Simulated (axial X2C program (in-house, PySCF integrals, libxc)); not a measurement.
## Nuclear properties of GaS

Computed with an axial X2C code built on PySCF integrals: two-component X2C with atomic mean-field Coulomb and Gaunt terms, Gaussian nuclei, basis Ga dyall-cv3z, S dyall-av3z with contracted cores.

R = 2.074 Å (near the PBE0 minimum at charge 0 of the determinant lowest at the starting distance; the state shown can have its own minimum elsewhere).

Determinant lowest in the PBE0 search, Ω = 1/2 (⟨Sz⟩ = 0.50, ⟨Lz⟩ = 0.00 at PBE0), spin on the atoms Ga 0.26, S 0.24:

| level | Eeff magnitude (GV/cm) | Ws magnitude Ga (kHz) | A∥/gI Ga (MHz) | qzz Ga (a.u.) | A∥/gI S (MHz) | qzz S (a.u.) | μ (D) |
| --- | --- | --- | --- | --- | --- | --- | --- |
| PBE0 | 2.73 | 2.36 | 1250 | -1.66 | 134 | 2.21 | -3.41 |
| HF | 3.46 | 2.98 | 781 | -2.26 | 53.6 | 2.30 | -4.13 |
| B3LYP | 2.57 | 2.23 | 1210 | -1.54 | 168 | 2.31 | -3.25 |
| LDA | 2.46 | 2.12 | 1490 | -1.36 | 187 | 2.17 | -2.97 |
| PBE | 2.48 | 2.14 | 1370 | -1.41 | 167 | 2.15 | -3.07 |

Determinant 0.68 eV from it at PBE0 and this distance, Ω = 3/2 (⟨Sz⟩ = 0.50, ⟨Lz⟩ = 1.00 at PBE0), spin on the atoms Ga 0.01, S 0.49:

```
level  Eeff magnitude (GV/cm)  Ws magnitude Ga (kHz)  Ws magnitude S (kHz)  A∥/gI Ga (MHz)  qzz Ga (a.u.)  A∥/gI S (MHz)  qzz S (a.u.)  μ (D)
 PBE0                 0.00906                0.00283               0.00294            34.4          -3.54            212         -1.64  -0.45
   HF                  0.0288                0.00441               0.00518            27.6          -3.79            219         -1.63  -0.34
B3LYP                 0.00823                0.00329               0.00246            36.5          -3.51            220         -1.71  -0.54
  LDA                 0.00604               0.000469                0.0019              38          -3.45            222         -1.73  -0.43
  PBE                 0.00145                0.00174               0.00237            38.7          -3.41            210         -1.67  -0.43
```

Eeff is the effective electric field on the electron electric dipole moment in this Ω state and Ws the scalar–pseudoscalar constant of the nucleus named (defined with the proton number Z and per Ω); A∥ (defined per Ω) follows by multiplying with gI = μI/(I μN); qzz is the electric field gradient, eQq0 = 234.96 MHz × Q/barn × qzz; μ is positive if the S end (last atom) is positive. The operators were transformed with the bare-nucleus X2C matrices; with these basis sets, hyperfine constants and field gradients can be off by tens of per cent, and where levels differ in sign neither size nor sign is settled.

Q: With gI(69Ga) = 1.3444, Q(69Ga) = 0.171 barn, Q(33S) = -0.0694 barn (g factors from the IAEA table of nuclear moments by Stone; Q from Pyykkö, Mol. Phys. 2018), turn the PBE0 values of the first state into constants in MHz.

A: A∥(69Ga) = 1250 × 1.3444 = 1680 MHz; eQq0(69Ga) = 234.96 × (0.171) × (-1.66) = -66.7 MHz; eQq0(33S) = 234.96 × (-0.0694) × (2.21) = -36 MHz.

Each state is one determinant with collinear spin. Unrestricted Hartree–Fock can overshoot spin polarisation at the nuclei. In the state Ω = 3/2 the sign of Eeff differs between levels (LDA against PBE0). Where Eeff spreads by more than a factor of two the levels disagree and none is to be relied on. The search compared states at one distance, so a state with another bond length can lie lower. The sign of Ws at S differs between levels in the first state. Where a field gradient or hyperfine factor spreads by more than a factor of two over the levels, a constant derived from it is not to be relied on. PBE0 term energies can be off by some tenths of an eV.
